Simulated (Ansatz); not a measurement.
Geometry optimisation, UKS PBE0-D4/def2-SVP (Ansatz 0.2.0).

input.yaml

```yaml
crystal:
  periodic: [false, false, false]
  atoms:
    - { symbol: Ge, position_ang: [-0.7583, -0.6669, -0.3815] }
    - { symbol: "N", position_ang: [1.3169, 0.0822, -0.0677] }
    - { symbol: H, position_ang: [-0.2753, -1.7486, -1.3819] }
    - { symbol: H, position_ang: [-1.3227, -1.434, 0.7687] }
    - { symbol: H, position_ang: [-1.6302, 0.2275, -1.2169] }
    - { symbol: H, position_ang: [0.5611, 0.8, 0.7766] }
    - { symbol: O, position_ang: [-0.6666, 0.9238, 1.1035] }
    - { symbol: H, position_ang: [1.9756, -0.5764, 0.3192] }
    - { symbol: H, position_ang: [1.7346, 0.5671, -0.8495] }
    - { symbol: H, position_ang: [-0.9352, 1.8252, 0.9295] }
magnetization:
  spin_polarized: true
basis:
  gaussian: { orbitals: def2-SVP }
hamiltonian:
  xc: pbe0
  dispersion: d4
relax:
  f_tol: 0.15
  max_steps: 25
  restrain:
    - { distance: [0, 6], at: 3.16, k: 30.0 }
    - { distance: [5, 1], at: 2.32, k: 30.0 }
    - { distance: [0, 1], at: 1.91, k: 30.0 }
    - { distance: [5, 6], at: 0.97, k: 30.0 }
```

Command:

```bash
$ ansatz run input.yaml --threads 4 --pin off --max-ram 5120MiB --backend cpu --events-out ev --progress --plain --runs-dir out
```

**Question.** Where does it end, and by what steps?

**Answer.** It converged. The restraints hold the end off the free minimum. After 8 steps the energy has fallen by 1.252 eV (the restraints' own energy left out); H6 moved furthest, 0.82 Å. Joined: H6–O7 (1.28 → 0.97 Å).

```
step  energy less start (eV)  largest force component (eV/Å)  accepted
   0                  0.0000                           2.514       yes
   1                 -0.0649                           2.820       yes
   2                 -0.1781                           3.537       yes
   3                 -0.5177                           2.401       yes
   4                 -1.0128                           0.795       yes
   5                 -1.1720                           0.740       yes
   6                 -1.1661                           1.587        no
   7                 -1.2374                           0.579       yes
   8                 -1.2517                           0.639       yes
```

```xyz
10
Properties=species:S:1:pos:R:3
Ge -0.461 -0.883 -0.597
N 1.216 -0.100 -0.221
H -0.357 -1.996 -1.675
H -0.980 -1.493 0.707
H -1.364 0.228 -1.149
H 0.148 1.180 1.379
O -0.776 1.411 1.557
H 1.885 -0.775 0.144
H 1.637 0.337 -1.039
H -0.949 2.091 0.894
```

Time of the run: 30 s on 4 threads of Arm Neoverse N1, with other jobs on the host, peak memory 0.28 GiB.
